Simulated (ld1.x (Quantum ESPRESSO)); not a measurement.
# Configuration tests for platinum (PAW)

```
Element                 : platinum
Generator               : ld1.x (Quantum ESPRESSO) 7.5
Type                    : PAW
Functional              : PBE
Relativity              : fully relativistic
Frozen core             : [Xe] 4f14
Valence charge          : 10
Reference configuration : 5d10 6s0 6p0
Partial waves           : 6s (bound, empty): rcut 2.05, rcutus 2.60 bohr; 6s channel at 4.5 Ry: rcut 2.05, rcutus 2.60 bohr; 6p (bound, empty): rcut 2.95, rcutus 3.30 bohr; 6p channel at 5.05 Ry: rcut 2.95, rcutus 3.30 bohr; 5d (bound): rcut 1.25, rcutus 1.45 bohr; 5d channel at 0.3 Ry: rcut 1.25, rcutus 1.45 bohr
Local potential         : all-electron potential smoothed inside 1.60 bohr (lloc = -1)
Core correction         : Bessel-smoothed model core inside 1.30 bohr
Augmentation charge     : PSQ, inside the norm-conserving radii
```

Open shells are filled in proportion to 2j + 1 (rel_dist='average').

Energies are relative to the spin-unpolarised reference configuration 5d10 6s0 6p0; without spin polarisation the order of configurations can differ from experiment.

```
valence configuration  charge  ΔE all-electron (eV)  error AE − PS (meV)
          5d9 6s1 6p0       0                 0.039                  -16
          5d9 6s0 6p0      +1                 9.250                  -12
          5d8 6s0 6p0      +2                29.231                  -93
          5d9 6s0 6p1       0                 5.042                  -15
      5d9.5 6s0.5 6p0       0                -0.093                 -3.3
          5d6 6s0 6p0      +4               107.076                 -882
```

Question: What are ΔE and the potential's error for 5d8 6s1 6p0?

Answer: ΔE = 11.232 eV all-electron; the error (AE − PS) is -74 meV.

The ghost test of this file was not conclusive.
